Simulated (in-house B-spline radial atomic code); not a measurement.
# Excitations of K¹⁷⁺ by several methods

Full response, energies in eV; labels give the largest channel, * marks a mixed state, a dash one above the method's threshold, and an imaginary frequency an unstable closed-shell reference. Computed with an all-electron radial atomic-structure program (B-spline basis): linear response of the closed shell 1s2 with each method's own kernel (bare exchange for TDHF, static screening on G0W0 levels for BSE, the adiabatic kernel for functionals); non-relativistic, point nucleus, no spin-orbit coupling, no double excitations, S, P, D and F terms only.

```csv
method,1s → 2s 3S,1s → 2p 3P,1s → 2s 1S,α (bohr³)
TDHF,3460.49,3479.50,3482.12,7.457e-05
PBE,?,?,?,?
BHandHLYP,?,?,?,?
OLYP,3376.50,3410.58,3422.04,7.53e-05
LDA VWN5,3410.22,3432.74,3429.73,7.582e-05
PBEsol,3413.73,3436.60,3434.10,7.553e-05
```

Task: What does PBE give?

Result: 1s → 2s 3S: 3417.77; 1s → 2p 3P: 3440.41; 1s → 2s 1S: 3438.24; α: 7.536e-05 (eV, bohr³).

Task: What does BHandHLYP give?

Result: 1s → 2s 3S: 3400.34; 1s → 2p 3P: 3431.62; 1s → 2s 1S: 3446.46; α: 7.494e-05 (eV, bohr³).
